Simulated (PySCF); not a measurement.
Level of theory and bond dissociation enthalpies: vinyldifluoroborane

Structure: `C=CB(F)F` (C2H3BF2). Non-hydrogen atoms are numbered in `[CH2:1]=[CH:2][B:3]([F:4])[F:5]`.

All levels share the PBE0-D3(BJ)/def2-SVP structures and the PBE0-D3(BJ)/def2-SVP thermal terms; only the single-point energies (PySCF) change. Values are bond dissociation enthalpies (298 K, kJ/mol).

| level | C2–H | C1–H | C2–B3 | B3–F4 |
| --- | --- | --- | --- | --- |
| TPSSh-D3(BJ)/def2-SVPD | 421 | 455 | 482 | 693 |
| M06-2X/def2-TZVP | 425 | 455 | 487 | 719 |

The widest spread is that of B3–F4: 26 kJ/mol, from 693 to 719.

Caveats: radicals beside a multiple bond are drawn in one resonance form, and their spin spreads.

---

Level of theory and bond dissociation enthalpies: methoxymethyl fluoride

Structure: `COCF` (C2H5FO). Atom numbers as in the mapped SMILES `[CH3:1][O:2][CH2:3][F:4]`.

All levels share the PBE0-D3(BJ)/def2-SVP structures and the PBE0-D3(BJ)/def2-SVP thermal terms; only the single-point energies (PySCF) change. Values are bond dissociation enthalpies (298 K, kJ/mol).

```tsv
level	C1–O2	O2–C3	C1–H	C3–H	C3–F4
M06-2X/def2-TZVP	350	396	407	408	488
M06-2X/def2-SVP (grid 3, guess huckel)	359	406	403	402	493
```

The widest spread is that of O2–C3: 10 kJ/mol, from 396 to 406.

Caveats: the order of C1–H and C3–H is undecided: the gaps lie inside the method's error (some 10 kJ/mol, one structure a species).

---

**How the method moves the bond dissociation enthalpies of 1,2,3-trifluoropropane**

Structure: `FCC(F)CF` (C3H5F3). Non-hydrogen atoms are numbered in `[F:1][CH2:2][CH:3]([F:4])[CH2:5][F:6]`.

All levels share the PBE0-D3(BJ)/def2-SVP structures and the GFN2-xTB thermal terms; only the single-point energies (PySCF) change. Values are bond dissociation enthalpies (298 K, kJ/mol).

```
                      level  C2–C3  C3–H  C2–H  F1–C2  C3–F4
           M06-2X/def2-TZVP    378   406   415    469    472
ωB97X-D3(BJ)/6-31G (grid 2)    392   406   421    414    413
```

The widest spread is that of C3–F4: 58 kJ/mol, from 413 to 472.

Caveats: the order of C3–H and C2–H, of F1–C2 and C3–F4 is undecided: the gaps lie inside the method's error (some 10 kJ/mol, one structure a species).

Differences come from unrounded values, so a last digit can differ from that of the printed terms.
